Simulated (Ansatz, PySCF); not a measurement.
This Ansatz (a quantum-chemistry and plane-wave program) input computes a PBE/def2-TZVPD energy:

Ansatz 0.2 input:
```yaml
crystal:
  periodic: [false, false, false]
  atoms:
    - {symbol: C, position_ang: [1.38169697, -1.22058696, 0.67857413]}
    - {symbol: Si, position_ang: [-0.04175444, 0.00137216, 0.60536279]}
    - {symbol: C, position_ang: [-1.69974103, -0.86822703, 0.46523558]}
    - {symbol: Cl, position_ang: [0.21130637, 1.18144046, -1.10076317]}
    - {symbol: H, position_ang: [1.28742385, -1.85783650, 1.56038845]}
    - {symbol: H, position_ang: [2.34169038, -0.70644076, 0.72343283]}
    - {symbol: H, position_ang: [1.37207377, -1.85586827, -0.21199656]}
    - {symbol: H, position_ang: [-2.51661071, -0.15089798, 0.38707594]}
    - {symbol: H, position_ang: [-1.87191589, -1.49656857, 1.34165650]}
    - {symbol: H, position_ang: [-1.71204322, -1.50320200, -0.42552058]}
basis:
  gaussian:
    orbitals: def2-TZVPD
hamiltonian:
  xc: {name: PBE}
magnetization: {spin_polarized: true, initial_magnetization: 1}
output: {forces: true}
```

### Question
Write an input for the same energy in PySCF and say what it gives.

### Answer

```python
from pyscf import gto, scf, dft

mol = gto.M(
    atom='''
    C     1.38169697   -1.22058696    0.67857413
    Si   -0.04175444    0.00137216    0.60536279
    C    -1.69974103   -0.86822703    0.46523558
    Cl    0.21130637    1.18144046   -1.10076317
    H     1.28742385   -1.85783650    1.56038845
    H     2.34169038   -0.70644076    0.72343283
    H     1.37207377   -1.85586827   -0.21199656
    H    -2.51661071   -0.15089798    0.38707594
    H    -1.87191589   -1.49656857    1.34165650
    H    -1.71204322   -1.50320200   -0.42552058
    ''',
    basis='def2-tzvpd',
    charge=0,
    spin=1,
    verbose=4,
)

mf = dft.UKS(mol, xc='pbe').density_fit(auxbasis='def2-universal-jkfit')
mf.grids.level = 3
mf.conv_tol = 1e-9
mf.max_cycle = 100
mf.max_memory = 1500
mf.kernel()
if not mf.converged:
    mf = mf.newton()
    mf.kernel(mf.make_rdm1())
for _ in range(2):
    mo, _, stable, _ = mf.stability(return_status=True)
    if stable:
        break
    mf.kernel(mf.make_rdm1(mo, mf.mo_occ))
mf.analyze()
```
It gives -829.14399 Eh, and Ansatz -829.14388 Eh, a difference of 0.11 mEh, from the treatment of integrals and grids.

It need not be the lowest isomer of its formula.
